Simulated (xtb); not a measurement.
diiodomethane (CH$_{2}$I$_{2}$), singlet, from a rough starting geometry; GFN2-xTB (xtb).

Here is a job for xtb.
```
$ xtb mol.xyz --gfn 2 --opt vtight --json

# file mol.xyz
5

I     -1.83875866     0.90810105    -0.03273834
C     -0.00114024    -0.21921503    -0.03991339
I      1.79332612     0.87382826    -0.06089930
H     -0.01807705    -0.81101217     0.89753093
H     -0.02606909    -0.86562964    -0.90227504
```

Output, abridged:

```
   ID    Z sym.   atoms
    1   53 I      1, 3
    2    6 C      2
    3    1 H      4, 5

           -------------------------------------------------
          |                Calculation Setup                |
           -------------------------------------------------

           -------------------------------------------------
          |                 G F N 2 - x T B                 |
           -------------------------------------------------

          ...................................................
          :                      SETUP                      :
          :.................................................:
          :  # basis functions                  26          :
          :  # atomic orbitals                  24          :
          :  # shells                           10          :
          :  # electrons                        20          :
          :  max. iterations                   250          :
          :  Hamiltonian                  GFN2-xTB          :
          :  restarted?                      false          :
          :  GBSA solvation                  false          :
          :  PC potential                    false          :
          :  electronic temp.          300.0000000     K    :
          :  accuracy                    1.0000000          :
          :  -> integral cutoff          0.2500000E+02      :
          :  -> integral neglect         0.1000000E-07      :
          :  -> SCF convergence          0.1000000E-05 Eh   :
          :  -> wf. convergence          0.1000000E-03 e    :
          :  Broyden damping             0.4000000          :
          :  net charge                          0          :
          :  unpaired electrons                  0          :
          ...................................................

 iter      E             dE          RMSdq      gap      omega  full diag
   1    -10.7777531 -0.107778E+02  0.120E+01    4.58       0.0  T
   2    -10.7948984 -0.171454E-01  0.108E+01    3.91       1.0  T
   3    -10.7911613  0.373711E-02  0.251E+00    4.27       1.0  T
   4    -10.8117333 -0.205720E-01  0.116E+00    3.95       1.0  T
   5    -10.8120313 -0.297991E-03  0.285E-01    3.94       1.0  T
   6    -10.8120264  0.485774E-05  0.116E-01    3.93       1.0  T
   7    -10.8120415 -0.150576E-04  0.325E-02    3.93       1.4  T
   8    -10.8120416 -0.130627E-06  0.103E-02    3.93       4.3  T
   9    -10.8120416 -0.961551E-08  0.673E-03    3.93       6.6  T
  10    -10.8120416 -0.133613E-07  0.217E-03    3.93      20.6  T
  11    -10.8120417 -0.317047E-08  0.128E-03    3.93      34.9  T
  12    -10.8120417 -0.151951E-08  0.623E-04    3.93      71.8  T
  13    -10.8120417 -0.565871E-09  0.103E-04    3.93     434.2  T

   *** convergence criteria satisfied after 13 iterations ***

         :::::::::::::::::::::::::::::::::::::::::::::::::::::
         ::                     SUMMARY                     ::
         :::::::::::::::::::::::::::::::::::::::::::::::::::::
         :: total energy             -10.763839928220 Eh    ::
         :: gradient norm              0.030127722813 Eh/a0 ::
         :: HOMO-LUMO gap              3.932219767468 eV    ::
         ::.................................................::
         :: SCC energy               -10.812041394273 Eh    ::
         :: -> isotropic ES            0.003731348433 Eh    ::
         :: -> anisotropic ES          0.002939828473 Eh    ::
         :: -> anisotropic XC          0.000733270536 Eh    ::
         :: -> dispersion             -0.003530972258 Eh    ::
         :: repulsion energy           0.048201466053 Eh    ::
         :: add. restraining           0.000000000000 Eh    ::
         :: total charge              -0.000000000000 e     ::
         :::::::::::::::::::::::::::::::::::::::::::::::::::::

      -----------------------------------------------------------
     |                   =====================                   |
[...]
 * total energy  :   -10.7648493 Eh     change       -0.5870516E-03 Eh
 * total energy  :   -10.7648972 Eh     change       -0.4783997E-04 Eh
 * total energy  :   -10.7649446 Eh     change       -0.4745687E-04 Eh
 * total energy  :   -10.7649244 Eh     change        0.2026139E-04 Eh
 * total energy  :   -10.7649494 Eh     change       -0.2503149E-04 Eh
 * total energy  :   -10.7649391 Eh     change        0.1031378E-04 Eh
 * total energy  :   -10.7649512 Eh     change       -0.1208040E-04 Eh
 * total energy  :   -10.7649514 Eh     change       -0.2405351E-06 Eh
 * total energy  :   -10.7649527 Eh     change       -0.1298394E-05 Eh
 * total energy  :   -10.7649526 Eh     change        0.1506710E-06 Eh
 * total energy  :   -10.7649529 Eh     change       -0.3167005E-06 Eh
 * total energy  :   -10.7649529 Eh     change       -0.2799343E-09 Eh
   *** GEOMETRY OPTIMIZATION CONVERGED AFTER 14 ITERATIONS ***
         :: total energy             -10.764952876480 Eh    ::
[...]
      -------------------------------------------------------------
         1        2.0000           -0.7654596             -20.8292
         2        2.0000           -0.7578694             -20.6227
         3        2.0000           -0.6408820             -17.4393
         4        2.0000           -0.5545724             -15.0907
         5        2.0000           -0.5284183             -14.3790
         6        2.0000           -0.5194745             -14.1356
         7        2.0000           -0.4345823             -11.8256
         8        2.0000           -0.4328638             -11.7788
         9        2.0000           -0.4260737             -11.5941
        10        2.0000           -0.4253254             -11.5737 (HOMO)
        11                         -0.2823577              -7.6833 (LUMO)
        12                         -0.2385915              -6.4924
        13                         -0.0163885              -0.4460
        14                         -0.0107120              -0.2915
        15                         -0.0071493              -0.1945
        16                          0.0012226               0.0333
        17                          0.0115571               0.3145
        18                          0.0214979               0.5850
        19                          0.0463992               1.2626
        20                          0.0531162               1.4454
        21                          0.1297821               3.5316
       ...                                ...                  ...
        24                          0.4105438              11.1715
      -------------------------------------------------------------
                  HL-Gap            0.1429677 Eh            3.8903 eV
             Fermi-level           -0.3538415 Eh           -9.6285 eV

     #   Z          covCN         q      C6AA      α(0)
     1  53 I        1.363    -0.089   378.501    33.584
     2   6 C        3.763     0.033    20.069     6.386
     3  53 I        1.363    -0.089   378.500    33.584
     4   1 H        0.940     0.072     2.056     2.242
     5   1 H        0.940     0.072     2.056     2.242

 Mol. C6AA /au·bohr⁶  :       2133.641327
 Mol. C8AA /au·bohr⁸  :     165327.801422
 Mol. α(0) /au        :         78.038478

Wiberg/Mayer (AO) data.
largest (>0.10) Wiberg bond orders for each atom

 ---------------------------------------------------------------------------
     #   Z sym  total        # sym  WBO       # sym  WBO       # sym  WBO
 ---------------------------------------------------------------------------
     1  53 I    1.053 --     2 C    0.998
     2   6 C    3.963 --     3 I    0.998     1 I    0.998     5 H    0.984
                             4 H    0.984
     3  53 I    1.053 --     2 C    0.998
     4   1 H    0.995 --     2 C    0.984
     5   1 H    0.995 --     2 C    0.984
 ---------------------------------------------------------------------------

Topologies differ in total number of bonds
Writing topology from bond orders to xtbtopo.mol

molecular dipole:
                 x           y           z       tot (Debye)
 q only:       -0.003      -0.558       0.015
   full:       -0.007      -1.236       0.032       3.143
molecular quadrupole (traceless):
                xx          xy          yy          xz          yz          zz
 q only:       -2.188       0.046       0.672       0.026       0.067       1.516
  q+dip:      -10.556       0.146       2.718       0.132       0.233       7.837
   full:       -8.163       0.129       2.436       0.100       0.185       5.727

optimized geometry written to: xtbopt.xyz

           -------------------------------------------------
          | TOTAL ENERGY              -10.764952876480 Eh   |
          | GRADIENT NORM               0.000002917500 Eh/α |
          | HOMO-LUMO GAP               3.890349076876 eV   |
           -------------------------------------------------

normal termination of xtb
```
